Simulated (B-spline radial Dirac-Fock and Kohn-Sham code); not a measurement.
## Binding energies of Mo⁴⁺

System: the Mo⁴⁺ ion, configuration [Kr] 5s2 (an excited configuration); nuclear rms radius 4.4091 fm (A = 98).

Input of the calculation (task.json; shells as n, l, electrons):

```json
{"items": [{
  "Z": 42,
  "q": 4,
  "cfg": [[1, 0, 2], [2, 0, 2], [2, 1, 6], [3, 0, 2], [3, 1, 6], [3, 2, 10], [4, 0, 2], [4, 1, 6], [5, 0, 2]],
  "A": 98,
  "rrms": 4.4091,
  "do": ["binding"]
}]}
```

Run with: `python xray_run.py task.json out`

These are calculated numbers from a radial atomic solver; the model is Dirac-Fock (average of configuration) total-energy differences with a finite nucleus, the Breit interaction including its frequency dependence, and self-energy and vacuum-polarisation corrections. Correlation energy is missing from these numbers. Energies are counted from the vacuum level.

All terms are in eV, carry their sign (relaxation lowers the binding energy) and add up to the binding energy; ⟨r⟩ is the mean radius of the orbital in the initial state.

```
  subshell  −ε (Koopmans)  relaxation   Breit     QED  binding energy  ⟨r⟩ (bohr)
    K (1s)        20182.6      -54.57  -36.32  -18.07         20073.7       0.035
   L1 (2s)         2979.5      -26.19   -3.05   -2.10          2948.1       0.153
L2 (2p1/2)         2736.2      -29.12   -5.23    0.22          2702.1       0.131
L3 (2p3/2)         2629.0      -28.37   -3.45   -0.01          2597.2       0.135
   M1 (3s)          590.8       -7.81   -0.37   -0.38           582.3       0.425
M2 (3p1/2)          496.7       -8.07   -0.69    0.05           488.0       0.421
M3 (3p3/2)          478.4       -7.80   -0.39    0.01           470.2       0.431
M4 (3d3/2)          313.0       -8.76   -0.13    0.05           304.1       0.412
M5 (3d5/2)          309.5       -8.65   -0.01    0.04           300.9       0.415
   N1 (4s)          136.8       -1.39   -0.05   -0.06           135.3       1.072
N2 (4p1/2)          104.9       -1.36   -0.09    0.01           103.4       1.156
N3 (4p3/2)          101.9       -1.30   -0.04    0.01           100.6       1.179
   O1 (5s)          43.08       -0.13   -0.01   -0.01           42.93       2.471
```

For the deepest level, K (1s), the Breit terms make up -0.181 % of the binding energy, QED -0.090 % and orbital relaxation -0.272 %.
